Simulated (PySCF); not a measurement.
# Vibration and rotation of HoB

UHF-SCS-MP2 constants of HoB, septet, about 10.9 electrons in the 4f shell (Mulliken), real f orbitals that mix terms (PySCF, spin-free X2C with a Gaussian nucleus, basis sets Ho x2c-TZVPall, B x2c-TZVPall; masses 164.9303 and 11.0093 u):

| Quantity | Value |
| --- | --- |
| ωe | 418.7 cm⁻¹ |
| ωexe | 1.8 cm⁻¹ |
| Be | 0.29254 cm⁻¹ |
| αe | 0.00154 cm⁻¹ |

(1) What force constant and bond length do these constants imply?

(2) Estimate the centrifugal constant D from the Kratzer relation and find the Dunham coefficient a1.

Correlated steps freeze 19 core orbitals. Spin–orbit coupling is left out, which matters for elements this heavy, above all for dissociation energies. The state is the lowest single determinant that the PBE0 search found; with open d or f shells the true ground state can be another one.

## Answers

(1) Reduced mass μred = 10.320 u; k = 5.8918×10⁻⁷·μred·ωe² (u, cm⁻¹, mdyn/Å) = 1.07 mdyn/Å; Re = √(16.8576/(μred·Be)) (u, cm⁻¹, Å) = 2.363 Å.

(2) D = 4Be³/ωe² = 5.71e-07 cm⁻¹; a1 = −1 − αeωe/(6Be²) = -2.26.
